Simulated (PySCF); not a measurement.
Input for PySCF: R-M06-2X/6-31G* on C2H6 (SMILES CC).

```python
from pyscf import gto, scf, dft, mp
from pyscf.data.elements import chemcore

mol = gto.M(
    atom='''
    C    -0.63027306    0.32105347    4.12259669
    C     0.78465588   -0.24991041    4.10478078
    H    -1.00506564    0.42611756    5.14274487
    H    -1.31961464   -0.32562092    3.57752579
    H    -0.66633038    1.30932834    3.65844485
    H     1.48631159    0.40617310    4.62420585
    H     1.14170220   -0.38585191    3.08284196
    H     0.82169669   -1.22560409    4.59321783
    ''',
    basis='6-31g*',
    cart=True,
    charge=0, spin=0, verbose=3, max_memory=1800)
mf = dft.RKS(mol, xc='m062x')
mf.conv_tol = 1e-8
mf.max_cycle = 100
mf.kernel()
if not mf.converged:
    mf = mf.newton().run(mf.mo_coeff, mf.mo_occ)
```

Output:

```
converged SCF energy = -79.7717796174801
```

The run converged.

Cost: about 1.9 core-seconds (a rough figure).
